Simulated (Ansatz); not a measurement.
Harmonic frequencies (cm⁻¹) at PBE0-D4/def2-TZVP from Ansatz: 484, 484, 2128, 3828.

(1) Which molecule is it?
A. `[C-]#[NH+]`
B. `N#[O+]`
C. `Cl[Se]Cl`
D. `[O]N=O`•

Results:

(1) A.
